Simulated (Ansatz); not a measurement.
CH₂CuO (charge +1), singlet: a trajectory.

The input file, in.yaml:

```yaml
crystal:
  periodic: [false, false, false]
  atoms:
    - {symbol: Cu, position_ang: [-0.005789, 0.130205, -2.346663]}
    - {symbol: C, position_ang: [0.018169, -0.038984, 0.605617]}
    - {symbol: O, position_ang: [-0.467347, 0.177282, -0.488325]}
    - {symbol: H, position_ang: [-0.599410, 0.111088, 1.499936]}
    - {symbol: H, position_ang: [1.054578, -0.379691, 0.729433]}
basis:
  gaussian: {orbitals: def2-SVPD}
total_charge: 1
hamiltonian: {xc: {name: BHLYP}, dispersion: d4}
md: {n_steps: 60, timestep: 0.75, temperature: 300, ensemble: nvt_nose_hoover, seed: 229, initial_velocities: maxwell_boltzmann}
```

Command:

```bash
ansatz run in.yaml --threads 4 --pin off --events-out ev --progress --plain --max-ram 9574MiB
```

What Ansatz 0.2.0 printed:

```
Functional definition: BHLYP
  name "BHLYP"
  cite "Becke, J. Chem. Phys. 98, 1372 (1993) doi:10.1063/1.464304"
  cite "Becke, Phys. Rev. A 38, 3098 (1988) doi:10.1103/PhysRevA.38.3098"
  cite "Lee, Yang & Parr, Phys. Rev. B 37, 785 (1988) doi:10.1103/PhysRevB.37.785"
  parameter a = 0.5
  exchange = (1 - a)*b88_x + a*exact_x
  correlation = lyp_c
1013 factors; integrals over basis functions are off by at most 3.0e-4 eV
mean field evaluation 1: about -47722.1043 eV, gradient 1.0e2 eV
mean field evaluation 2: about -47183.2999 eV, gradient 5.4e2 eV
mean field evaluation 4: about -47736.4496 eV, gradient 3.5e1 eV
mean field evaluation 8: about -47738.2840 eV, gradient 4.8e-1 eV
mean field evaluation 16: about -47738.2848 eV, gradient 1.2e-4 eV
mean field -47738.28480715 eV, -1754.3496084911 hartree, gradient 1.7e-5 eV, S^2 0.000000; 0 other end points of the search recorded, 0 dependent functions left out
the calculation of the forces begins
reference -47738.28497446 eV, -1754.3496146396 hartree; 22, 22 occupied and 71, 71 virtual orbitals, 1013 factors
md step     0: t =     0.00 fs  T =   300.0 K  F+E_penalty+E_count = -47738.35815104 eV  E_kin = 0.116334 eV  conserved = -47738.24181705 eV  (33 SCF iters)
md step     1: t =     0.75 fs  T =   285.0 K  F+E_penalty+E_count = -47738.35202636 eV  E_kin = 0.110533 eV  conserved = -47738.24149385 eV  (37 SCF iters, 3 dispersion substeps)
md step     2: t =     1.50 fs  T =   247.2 K  F+E_penalty+E_count = -47738.33680993 eV  E_kin = 0.095870 eV  conserved = -47738.24094025 eV  (37 SCF iters, 3 dispersion substeps)
md step     3: t =     2.25 fs  T =   207.1 K  F+E_penalty+E_count = -47738.32082197 eV  E_kin = 0.080309 eV  conserved = -47738.24051643 eV  (38 SCF iters, 3 dispersion substeps)
md step     4: t =     3.00 fs  T =   181.0 K  F+E_penalty+E_count = -47738.31059627 eV  E_kin = 0.070175 eV  conserved = -47738.24042932 eV  (38 SCF iters, 3 dispersion substeps)
md step     5: t =     3.75 fs  T =   172.5 K  F+E_penalty+E_count = -47738.30755067 eV  E_kin = 0.066894 eV  conserved = -47738.24067124 eV  (38 SCF iters, 3 dispersion substeps)
md step     6: t =     4.50 fs  T =   172.8 K  F+E_penalty+E_count = -47738.30803810 eV  E_kin = 0.067006 eV  conserved = -47738.24105735 eV  (37 SCF iters, 3 dispersion substeps)
md step     7: t =     5.25 fs  T =   167.6 K  F+E_penalty+E_count = -47738.30626726 eV  E_kin = 0.065000 eV  conserved = -47738.24130558 eV  (37 SCF iters, 3 dispersion substeps)
md step     8: t =     6.00 fs  T =   148.7 K  F+E_penalty+E_count = -47738.29875367 eV  E_kin = 0.057644 eV  conserved = -47738.24116298 eV  (38 SCF iters, 3 dispersion substeps)
md step     9: t =     6.75 fs  T =   122.5 K  F+E_penalty+E_count = -47738.28805683 eV  E_kin = 0.047492 eV  conserved = -47738.24063476 eV  (37 SCF iters, 3 dispersion substeps)
md step    10: t =     7.50 fs  T =   109.1 K  F+E_penalty+E_count = -47738.28235111 eV  E_kin = 0.042302 eV  conserved = -47738.24013572 eV  (37 SCF iters, 3 dispersion substeps)
md step    11: t =     8.25 fs  T =   126.3 K  F+E_penalty+E_count = -47738.28905698 eV  E_kin = 0.048978 eV  conserved = -47738.24018636 eV  (39 SCF iters, 3 dispersion substeps)
md step    12: t =     9.00 fs  T =   171.9 K  F+E_penalty+E_count = -47738.30733065 eV  E_kin = 0.066661 eV  conserved = -47738.24080609 eV  (38 SCF iters, 3 dispersion substeps)
md step    13: t =     9.75 fs  T =   223.3 K  F+E_penalty+E_count = -47738.32787885 eV  E_kin = 0.086607 eV  conserved = -47738.24145074 eV  (38 SCF iters, 3 dispersion substeps)
md step    14: t =    10.50 fs  T =   256.5 K  F+E_penalty+E_count = -47738.34085873 eV  E_kin = 0.099465 eV  conserved = -47738.24162814 eV  (38 SCF iters, 3 dispersion substeps)
md step    15: t =    11.25 fs  T =   263.6 K  F+E_penalty+E_count = -47738.34326655 eV  E_kin = 0.102231 eV  conserved = -47738.24133026 eV  (37 SCF iters, 3 dispersion substeps)
md step    16: t =    12.00 fs  T =   254.8 K  F+E_penalty+E_count = -47738.33935927 eV  E_kin = 0.098823 eV  conserved = -47738.24089328 eV  (39 SCF iters, 3 dispersion substeps)
md step    17: t =    12.75 fs  T =   246.3 K  F+E_penalty+E_count = -47738.33574939 eV  E_kin = 0.095522 eV  conserved = -47738.24064679 eV  (32 SCF iters, 3 dispersion substeps)
md step    18: t =    13.50 fs  T =   247.7 K  F+E_penalty+E_count = -47738.33630089 eV  E_kin = 0.096069 eV  conserved = -47738.24071450 eV  (38 SCF iters, 3 dispersion substeps)
md step    19: t =    14.25 fs  T =   256.8 K  F+E_penalty+E_count = -47738.34005130 eV  E_kin = 0.099583 eV  conserved = -47738.24101738 eV  (38 SCF iters, 3 dispersion substeps)
md step    20: t =    15.00 fs  T =   262.0 K  F+E_penalty+E_count = -47738.34234097 eV  E_kin = 0.101596 eV  conserved = -47738.24136353 eV  (37 SCF iters, 3 dispersion substeps)
md step    21: t =    15.75 fs  T =   250.3 K  F+E_penalty+E_count = -47738.33787499 eV  E_kin = 0.097046 eV  conserved = -47738.24151780 eV  (36 SCF iters, 3 dispersion substeps)
md step    22: t =    16.50 fs  T =   216.4 K  F+E_penalty+E_count = -47738.32446871 eV  E_kin = 0.083931 eV  conserved = -47738.24129249 eV  (36 SCF iters, 3 dispersion substeps)
md step    23: t =    17.25 fs  T =   169.9 K  F+E_penalty+E_count = -47738.30581294 eV  E_kin = 0.065892 eV  conserved = -47738.24073349 eV  (36 SCF iters, 3 dispersion substeps)
md step    24: t =    18.00 fs  T =   131.8 K  F+E_penalty+E_count = -47738.29047410 eV  E_kin = 0.051096 eV  conserved = -47738.24023753 eV  (37 SCF iters, 3 dispersion substeps)
md step    25: t =    18.75 fs  T =   119.9 K  F+E_penalty+E_count = -47738.28585937 eV  E_kin = 0.046511 eV  conserved = -47738.24025131 eV  (38 SCF iters, 3 dispersion substeps)
md step    26: t =    19.50 fs  T =   134.1 K  F+E_penalty+E_count = -47738.29178554 eV  E_kin = 0.051994 eV  conserved = -47738.24074096 eV  (38 SCF iters, 3 dispersion substeps)
md step    27: t =    20.25 fs  T =   156.9 K  F+E_penalty+E_count = -47738.30102426 eV  E_kin = 0.060837 eV  conserved = -47738.24119366 eV  (38 SCF iters, 3 dispersion substeps)
md step    28: t =    21.00 fs  T =   171.6 K  F+E_penalty+E_count = -47738.30668747 eV  E_kin = 0.066546 eV  conserved = -47738.24121541 eV  (37 SCF iters, 3 dispersion substeps)
md step    29: t =    21.75 fs  T =   176.3 K  F+E_penalty+E_count = -47738.30809977 eV  E_kin = 0.068347 eV  conserved = -47738.24090167 eV  (38 SCF iters, 3 dispersion substeps)
md step    30: t =    22.50 fs  T =   181.3 K  F+E_penalty+E_count = -47738.30967834 eV  E_kin = 0.070292 eV  conserved = -47738.24061538 eV  (38 SCF iters, 3 dispersion substeps)
md step    31: t =    23.25 fs  T =   197.0 K  F+E_penalty+E_count = -47738.31567682 eV  E_kin = 0.076401 eV  conserved = -47738.24059336 eV  (38 SCF iters, 3 dispersion substeps)
md step    32: t =    24.00 fs  T =   224.6 K  F+E_penalty+E_count = -47738.32650454 eV  E_kin = 0.087111 eV  conserved = -47738.24081384 eV  (38 SCF iters, 3 dispersion substeps)
md step    33: t =    24.75 fs  T =   255.9 K  F+E_penalty+E_count = -47738.33882140 eV  E_kin = 0.099233 eV  conserved = -47738.24112736 eV  (38 SCF iters, 3 dispersion substeps)
md step    34: t =    25.50 fs  T =   278.6 K  F+E_penalty+E_count = -47738.34775921 eV  E_kin = 0.108045 eV  conserved = -47738.24138791 eV  (38 SCF iters, 3 dispersion substeps)
md step    35: t =    26.25 fs  T =   282.8 K  F+E_penalty+E_count = -47738.34932401 eV  E_kin = 0.109674 eV  conserved = -47738.24146604 eV  (31 SCF iters, 3 dispersion substeps)
md step    36: t =    27.00 fs  T =   266.1 K  F+E_penalty+E_count = -47738.34250566 eV  E_kin = 0.103195 eV  conserved = -47738.24126743 eV  (36 SCF iters, 3 dispersion substeps)
md step    37: t =    27.75 fs  T =   236.7 K  F+E_penalty+E_count = -47738.33057893 eV  E_kin = 0.091804 eV  conserved = -47738.24086189 eV  (38 SCF iters, 3 dispersion substeps)
md step    38: t =    28.50 fs  T =   209.9 K  F+E_penalty+E_count = -47738.31975985 eV  E_kin = 0.081401 eV  conserved = -47738.24056318 eV  (38 SCF iters, 3 dispersion substeps)
md step    39: t =    29.25 fs  T =   196.2 K  F+E_penalty+E_count = -47738.31445328 eV  E_kin = 0.076093 eV  conserved = -47738.24067447 eV  (38 SCF iters, 3 dispersion substeps)
md step    40: t =    30.00 fs  T =   191.7 K  F+E_penalty+E_count = -47738.31299135 eV  E_kin = 0.074333 eV  conserved = -47738.24108133 eV  (38 SCF iters, 3 dispersion substeps)
md step    41: t =    30.75 fs  T =   182.1 K  F+E_penalty+E_count = -47738.30941812 eV  E_kin = 0.070631 eV  conserved = -47738.24131699 eV  (37 SCF iters, 3 dispersion substeps)
md step    42: t =    31.50 fs  T =   159.3 K  F+E_penalty+E_count = -47738.30023195 eV  E_kin = 0.061761 eV  conserved = -47738.24110246 eV  (37 SCF iters, 3 dispersion substeps)
md step    43: t =    32.25 fs  T =   130.4 K  F+E_penalty+E_count = -47738.28848328 eV  E_kin = 0.050561 eV  conserved = -47738.24064237 eV  (38 SCF iters, 3 dispersion substeps)
md step    44: t =    33.00 fs  T =   111.9 K  F+E_penalty+E_count = -47738.28093345 eV  E_kin = 0.043386 eV  conserved = -47738.24034555 eV  (38 SCF iters, 3 dispersion substeps)
md step    45: t =    33.75 fs  T =   114.9 K  F+E_penalty+E_count = -47738.28208218 eV  E_kin = 0.044558 eV  conserved = -47738.24039884 eV  (38 SCF iters, 3 dispersion substeps)
md step    46: t =    34.50 fs  T =   138.0 K  F+E_penalty+E_count = -47738.29121664 eV  E_kin = 0.053496 eV  conserved = -47738.24068284 eV  (38 SCF iters, 3 dispersion substeps)
md step    47: t =    35.25 fs  T =   170.4 K  F+E_penalty+E_count = -47738.30398149 eV  E_kin = 0.066069 eV  conserved = -47738.24098668 eV  (38 SCF iters, 3 dispersion substeps)
md step    48: t =    36.00 fs  T =   200.2 K  F+E_penalty+E_count = -47738.31558201 eV  E_kin = 0.077624 eV  conserved = -47738.24117001 eV  (38 SCF iters, 3 dispersion substeps)
md step    49: t =    36.75 fs  T =   220.1 K  F+E_penalty+E_count = -47738.32313034 eV  E_kin = 0.085341 eV  conserved = -47738.24116146 eV  (37 SCF iters, 3 dispersion substeps)
md step    50: t =    37.50 fs  T =   230.5 K  F+E_penalty+E_count = -47738.32680941 eV  E_kin = 0.089394 eV  conserved = -47738.24096297 eV  (37 SCF iters, 3 dispersion substeps)
md step    51: t =    38.25 fs  T =   238.9 K  F+E_penalty+E_count = -47738.32965462 eV  E_kin = 0.092655 eV  conserved = -47738.24073135 eV  (38 SCF iters, 3 dispersion substeps)
md step    52: t =    39.00 fs  T =   253.2 K  F+E_penalty+E_count = -47738.33498737 eV  E_kin = 0.098168 eV  conserved = -47738.24074807 eV  (32 SCF iters, 3 dispersion substeps)
md step    53: t =    39.75 fs  T =   271.6 K  F+E_penalty+E_count = -47738.34231296 eV  E_kin = 0.105329 eV  conserved = -47738.24112430 eV  (37 SCF iters, 3 dispersion substeps)
md step    54: t =    40.50 fs  T =   280.4 K  F+E_penalty+E_count = -47738.34594463 eV  E_kin = 0.108747 eV  conserved = -47738.24156339 eV  (39 SCF iters, 3 dispersion substeps)
md step    55: t =    41.25 fs  T =   264.2 K  F+E_penalty+E_count = -47738.33945539 eV  E_kin = 0.102434 eV  conserved = -47738.24161008 eV  (38 SCF iters, 3 dispersion substeps)
md step    56: t =    42.00 fs  T =   221.5 K  F+E_penalty+E_count = -47738.32225758 eV  E_kin = 0.085889 eV  conserved = -47738.24115829 eV  (38 SCF iters, 3 dispersion substeps)
md step    57: t =    42.75 fs  T =   168.9 K  F+E_penalty+E_count = -47738.30112519 eV  E_kin = 0.065503 eV  conserved = -47738.24057649 eV  (38 SCF iters, 3 dispersion substeps)
md step    58: t =    43.50 fs  T =   128.0 K  F+E_penalty+E_count = -47738.28484386 eV  E_kin = 0.049623 eV  conserved = -47738.24030317 eV  (38 SCF iters, 3 dispersion substeps)
md step    59: t =    44.25 fs  T =   109.6 K  F+E_penalty+E_count = -47738.27772352 eV  E_kin = 0.042489 eV  conserved = -47738.24042325 eV  (38 SCF iters, 3 dispersion substeps)
md step    60: t =    45.00 fs  T =   110.1 K  F+E_penalty+E_count = -47738.27810321 eV  E_kin = 0.042687 eV  conserved = -47738.24070580 eV  (32 SCF iters, 3 dispersion substeps)
Total energy: -47738.27827215 eV, -1754.3493683342 hartree
Atom 0 at    -0.022053     0.133531    -2.389056 Å, force    -0.005700     0.036468     0.284854 eV/Å
Atom 1 at    -0.067104    -0.048011     0.724700 Å, force     0.647790     1.209795     0.917957 eV/Å
Atom 2 at    -0.315991     0.159582    -0.433737 Å, force     0.293952    -0.493923    -0.610269 eV/Å
Atom 3 at    -0.873110     0.044203     1.453292 Å, force    -0.272884    -0.405073     0.197859 eV/Å
Atom 4 at     0.967365    -0.133971     1.163211 Å, force    -0.663158    -0.347266    -0.790401 eV/Å
Dipole moment:     0.163911    -0.078551     0.111211 e Å

[the SCF lines of later steps are left out]
```

Hardware: 4 CPU threads of an Arm Neoverse V2, shared host. Wall time about 68 s.
